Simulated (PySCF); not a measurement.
PBEsol on S⁻ (sulfur, charge -1), [Ne] 3s2 3p5, 2P determinant. Calculation: PySCF 2.14, in aug-cc-pwCVQZ (10s9p7d5f3g, 134 functions); the non-relativistic Hamiltonian (point nucleus).

```
cycle= 1 E= -397.393336608416  delta_E= -0.0152  |g|= 0.0315  |ddm|= 1.16
cycle= 2 E= -397.393438348288  delta_E= -0.000102  |g|= 0.0166  |ddm|= 0.088
cycle= 3 E= -397.393467166847  delta_E= -2.88e-05  |g|= 0.00908  |ddm|= 0.0539
cycle= 4 E= -397.393520685312  delta_E= -5.35e-05  |g|= 0.00139  |ddm|= 0.0259
cycle= 5 E= -397.393522308424  delta_E= -1.62e-06  |g|= 0.000236  |ddm|= 0.0036
cycle= 6 E= -397.393522364425  delta_E= -5.6e-08  |g|= 2.13e-05  |ddm|= 0.000668
cycle= 7 E= -397.393522364955  delta_E= -5.3e-10  |g|= 3.97e-06  |ddm|= 8.3e-05
converged SCF energy = -397.393522364955  <S^2> = 0.75452951  2S+1 = 2.0045244
```

Highest occupied orbital energy: 1.150 eV; ⟨L²⟩ = 2.03; populations by l: s 6.00, p 11.00, d 0.00, f 0.00.

(1) Can this result be used?

Answers

(1) With care. The run converged. At PBEsol the highest occupied level has a positive energy, so only the finite basis holds that electron; in a semilocal or global hybrid functional this comes from self-interaction and does not mean that the real anion is unbound.
